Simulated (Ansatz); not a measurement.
```xyz
2

Cl    0.0376   -0.0252   -0.5477
F    -0.0140   -0.0448    1.0919
```

Basis set: def2-TZVP (spherical functions). Frozen core: 6 orbitals. Charge 0, multiplicity 1.

Computed with Ansatz (development build ahead of 0.2.0); each method stands on the lowest determinant of its kind that the runs found. Restricted open shells among the atoms or ions are ROHF, correlated in semicanonical orbitals with singles.

The atomization energy at this shape (free ground-state atoms in the same class of orbitals less the molecule, no zero-point energy) of singlet ClF:

| method | atomization energy |
| --- | --- |
| RHF | 13.53 kcal/mol |

Question: What does RHF-MP2 give?

Answer: 61.60 kcal/mol.
